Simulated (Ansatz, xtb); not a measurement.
Breaking the Ge6–H7 bond in CH6BeGe (SMILES [CH3][Be][GeH3]) (multiplicity 1 held, fragments rigid). Energies count from the point at 1.546 Å.
Geometry at that point (charge 0, multiplicity 1):
```xyz
9

Be    -0.1838     1.0492    -0.7546
C     -0.4193     2.3926    -1.7208
H     -1.2268     3.0309    -1.3459
H     -0.6826     2.1178    -2.7481
H      0.4784     3.0178    -1.7796
Ge     0.1264    -0.7213     0.5188
H      0.9812    -1.8178    -0.1578
H      0.8479    -0.3987     1.8478
H     -1.1919    -1.4196     0.9253
```

Restricted levels (R-, RO-) in cc, def2 and unpolarised 6-31G sets keep to the state of the molecule at rest. Unrestricted levels (U-) break spin symmetry where that is lower. Levels need not reach the same state.

Cores are frozen in the correlated methods. Filled d and f shells under p-block atoms count as core.

Run with Ansatz (a program for electronic structure); xtb for the GFN methods. Values without a source in brackets are computed. The GFN methods have no spin term and hold the electronic entropy of 300 K.

Problem. One of these levels gives 157.91 kcal/mol for the energy at R = 4.948 Å. Which?
(A) U-MP2/cc-pVDZ
(B) R-HF/cc-pVDZ
(C) R-SCS-MP2/cc-pVDZ
(D) GFN2-xTB

Solution. B, R-HF/cc-pVDZ. The others give 86.23 (GFN2-xTB), 76.53 (U-MP2/cc-pVDZ), 100.93 (R-SCS-MP2/cc-pVDZ)

Doubts at one or more of the structures used: a restricted determinant that unrestricted orbitals would lower (R-HF/cc-pVDZ, R-SCS-MP2/cc-pVDZ); a spin-contaminated determinant (U-MP2/cc-pVDZ).
